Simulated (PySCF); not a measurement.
C₈H₁₀O, SMILES c1(C)cc(ccc1)OC, GFN2-xTB optimised geometry.

```
19

C     -2.79    -1.79    -0.02
O     -1.38    -1.72     0.00
C     -0.79    -0.49     0.00
C     -1.48     0.73     0.00
C     -0.76     1.91     0.00
C      0.62     1.90     0.00
C      1.32     0.70     0.00
C      2.82     0.67     0.01
C      0.60    -0.49     0.00
H     -3.20    -1.32    -0.92
H     -3.23    -1.32     0.87
H     -3.03    -2.85    -0.03
H     -2.55     0.76     0.00
H     -1.29     2.85     0.00
H      1.17     2.84     0.00
H      3.19     0.02    -0.79
H      3.18     0.27     0.96
H      3.23     1.66    -0.13
H      1.11    -1.44     0.00
```

Density from PySCF with CAM-B3LYP/def2-SVP at that geometry.

Minimum of the electron density along straight lines between bonded atoms, close to the bond critical point (lines longer than 1.1 times the sum of covalent radii, or with two minima, are not listed):

```
bond    length / Å  ρ at the minimum / e bohr⁻³  ∇²ρ there / e bohr⁻⁵  position (fraction from the first atom)
------  ----------  ---------------------------  --------------------  ---------------------------------------
C1–O2        1.405                        0.258                   ___                                     0.34
O2–C3        1.365                        0.284                 -0.34                                     0.67
C3–C4        1.390                        0.312                 -0.81                                     0.52
C4–C5        1.385                        0.312                 -0.80                                     0.50
C5–C6        1.381                        0.316                 -0.82                                     0.51
C6–C7        1.390                        0.312                 -0.80                                     0.50
C7–C8        1.499                        0.258                 -0.62                                     0.51
C3–C9        1.393                        0.313                 -0.83                                     0.52
C7–C9        1.384                        0.314                 -0.81                                     0.50
C1–H10       1.095                        0.280                 -1.07                                     0.64
C1–H11       1.096                        0.280                 -1.07                                     0.64
C1–H12       1.089                        0.285                 -1.12                                     0.64
C4–H13       1.079                        0.283                 -1.07                                     0.63
C5–H14       1.080                        0.284                 -1.09                                     0.63
C6–H15       1.080                        0.282                 -1.07                                     0.63
C8–H16       1.088                        0.276                 -1.02                                     0.63
C8–H17       1.090                        0.275                 -1.01                                     0.63
C8–H18       1.087                        0.278                 -1.03                                     0.63
C9–H19       1.079                        0.283                 -1.08                                     0.63
```

Some entries are withheld; supply them.


- C1–O2, ∇²ρ there / e bohr⁻⁵: -0.37
